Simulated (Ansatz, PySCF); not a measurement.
Gas-phase reaction in SMILES: COB(Br)OC + 2 B (BH3) + 2 O (H2O) -> BBr (BH2Br) + 2 BO (H3BO) + 2 CO (CH4O)
Each molecule is optimised on its own at B3LYP-D3(BJ)/def2-TZVP (Ansatz, an electronic-structure program), one conformer each, not searched for the lowest. Frequencies are from Ansatz or PySCF.
Geometry of the first species:
```xyz
12

C      2.5118    -0.0751    -0.7059
O      1.2549    -0.2633    -1.3452
B      0.0544    -0.1685    -0.7487
Br    -0.0853     0.2639     1.1729
O     -1.0489    -0.3741    -1.4877
C     -2.3871    -0.3108    -1.0089
H      3.2776    -0.2217    -1.4645
H      2.5922     0.9321    -0.2953
H      2.6511    -0.7984     0.0984
H     -2.5545    -1.0488    -0.2236
H     -2.6134     0.6817    -0.6173
H     -3.0363    -0.5253    -1.8551
```
Charge 0, spin multiplicity 1.

Property: bond separation energy (0 K, with B3LYP-D3(BJ) harmonic zero-point energies), in kcal/mol. Cores are frozen in the correlated levels unless marked. No spin-orbit coupling. The frozen core is the preceding noble-gas configuration, with the filled d and f shells of earlier blocks. Non-relativistic. CBS marks a two-point X^-3 extrapolation of the correlation energy; Hartree-Fock from the larger set.

```json
[
 {"level": "PBE-D4/def2-TZVPD", "program": "Ansatz + dftd4", "bond separation energy (kcal/mol)": "-3.1"},
 {"level": "PBE0/6-31G*", "program": "Ansatz", "bond separation energy (kcal/mol)": "-5.6"},
 {"level": "PBE0-D4/def2-TZVPD", "program": "Ansatz + dftd4", "bond separation energy (kcal/mol)": "-1.3"},
 {"level": "BHLYP-D4/def2-TZVPD", "program": "Ansatz + dftd4", "bond separation energy (kcal/mol)": "1.4"},
 {"level": "CAM-B3LYP-D3(BJ)/def2-TZVPD", "program": "Ansatz + dftd3", "bond separation energy (kcal/mol)": "-0.9"},
 {"level": "MP2/6-31G", "program": "Ansatz", "bond separation energy (kcal/mol)": "0.3"},
 {"level": "SCS-MP2/6-31G*", "program": "Ansatz", "bond separation energy (kcal/mol)": "-1.3"}
]
```

Q: What does CCSD(T)/CBS(cc-pVTZ,cc-pVQZ) (Ansatz) give?

A: 0.1 kcal/mol, so SCS-MP2/6-31G* differs from it by -1.4 kcal/mol.
